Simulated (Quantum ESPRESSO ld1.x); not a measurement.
Question: These are the eigenvalues of the occupied orbitals of an atom or ion with whole-number occupations (eV). Calculated with ld1.x of Quantum ESPRESSO 7.5: Dirac Kohn-Sham, PW91, spin-unpolarised, spherical densities, point nucleus.

orbital  eigenvalue
1s1/2      -18812.1
2s1/2      -2639.08
2p1/2      -2422.95
2p3/2      -2327.12
3s1/2      -448.181
3p1/2      -366.797
3p3/2      -351.273
3d3/2      -207.500
3d5/2      -204.610
4s1/2      -67.7502
4p1/2      -45.2152
4p3/2      -43.0833
4d3/2      -11.5115
5s1/2      -10.5356

Which element is it, and in what charge state? The configuration may be excited. Open shells, if any, fill j = l - 1/2 first.

Answer: Z = 41, niobium, charge +1: Nb+ in [Kr] 4d3 5s1. The list shows which subshells hold electrons but not how many an open one holds; the 1s level, -691.33 hartree, gives Z - s = 37.2 by -(Z - s)^2/2, which with screening and relativity narrows Z to a few neighbours, and the depths of the outer levels then fix element, charge and occupations together.
